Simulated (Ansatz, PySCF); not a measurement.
Molecule: silicon dioxide molecule, SiO$_{2}$ (charge 0, singlet). 
Structure (B3LYP-D3(BJ)/def2-TZVP (Ansatz, an electronic-structure program) minimum search):
```
Si
O 1 1.5101
O 1 1.5101 2 180.00
```
Charge 0, spin multiplicity 1.

Total electronic energies in hartree. Correlated levels leave the core frozen unless marked. Spin-orbit coupling is left out. Non-relativistic unless marked X2C. Basis-set limits of correlation are two-point, X^-3; Hartree-Fock from the larger set.

```csv
level,program,energy (Eh)
HF/aug-cc-pV(T+d)Z,Ansatz,-438.72941
HF-D4/def2-TZVPD,PySCF + dftd4,-438.73504
SVWN5/def2-TZVPD,Ansatz,-437.83110
PBE/def2-TZVPD,Ansatz,-439.73664
PBE/def2-TZVPD,PySCF,-439.73668
BLYP-D4/def2-TZVPD,Ansatz + dftd4,-440.03580
B97M-V/def2-TZVPD,Ansatz,-439.90728
r2SCANh/def2-TZVPD,Ansatz,-439.91511
MN15-D3(BJ)/def2-TZVPD,PySCF + dftd3,-439.77716
LC-wPBE/def2-TZVPD,Ansatz,-439.82925
MP2/cc-pwCVTZ,Ansatz,-439.32812
CCSD/aug-cc-pV(D+d)Z,Ansatz,-439.16286
CCSD(T)/cc-pVTZ,Ansatz,-439.32318
X2C-CCSD(T)/cc-pVTZ-DK,Ansatz,-440.02888
"CCSD(T)/CBS(aug-cc-pV(T+d)Z,aug-cc-pV(Q+d)Z)",Ansatz,-439.4212
```

Totals of different functionals don't rank their quality; only differences between species are comparable.
